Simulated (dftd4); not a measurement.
Cl4Hf, charge -1, doublet, geometry from GFN2-xTB (such geometries of metal compounds can be far from the true shape) (the multiplicity is a formal guess); D4 for tpssh run with dftd4.

Input for dftd4:
```
$ dftd4 mol.xyz --func tpssh --charge -1 --json dftd4.json --noedisp --grad

# file mol.xyz
5

Hf     0.00000000     0.00000000    -0.00000000
Cl     1.82374327    -0.59211105    -1.26725200
Cl     0.68133758     0.49595755     2.13830958
Cl    -1.01228908     1.84282251    -0.92835265
Cl    -1.49279177    -1.74666901     0.05729507
```

Predict the main parts of the log of this dftd4 run.


```
                    ____  _____ _____     ____  _  _
      -------------|  _ \|  ___|_   _|---|  _ \| || |------------
     |             | | | | |_    | | ___ | | | | || |_           |
     |             | |_| |  _|   | ||___|| |_| |__   _|          |
     |             |____/|_|     |_|     |____/   |_|            |
     |             ===================================           |
     |            E. Caldeweyher, S. Ehlert & S. Grimme          |
     |          Mulliken Center for Theoretical Chemistry        |
     |                    University of Bonn                     |
      -----------------------------------------------------------

Rational (Becke-Johnson) damping: tpssh-D4-ATM
---------------------
  s6         1.0000
  s8         1.8590
  s9         1.0000
  a1         0.4429
  a2         4.6023
 alp        16.0000
--------------------

Dispersion energy:      -9.6463920737676E-03 Eh

Gradient norm:           1.8840821007065E-03 Eh/a0
--------------------------------------------------
     #    Z           dE/dx      dE/dy      dE/dz
--------------------------------------------------
     1   72 Hf   -5.307E-14 -9.644E-15 -3.222E-14
     2   17 Cl    7.475E-04 -2.427E-04 -5.194E-04
     3   17 Cl    2.793E-04  2.033E-04  8.764E-04
     4   17 Cl   -4.149E-04  7.553E-04 -3.805E-04
     5   17 Cl   -6.119E-04 -7.159E-04  2.348E-05
--------------------------------------------------

Virial:
--------------------------------------------------
      component           x          y          z
--------------------------------------------------
          x       5.455E-03 -3.885E-12  6.535E-12
          y      -3.885E-12  5.455E-03  5.829E-12
          z       6.535E-12  5.829E-12  5.455E-03
--------------------------------------------------

[Info] Dispersion results written to 'dftd4.txt'
[Info] JSON dump of results written to 'dftd4.json'
```
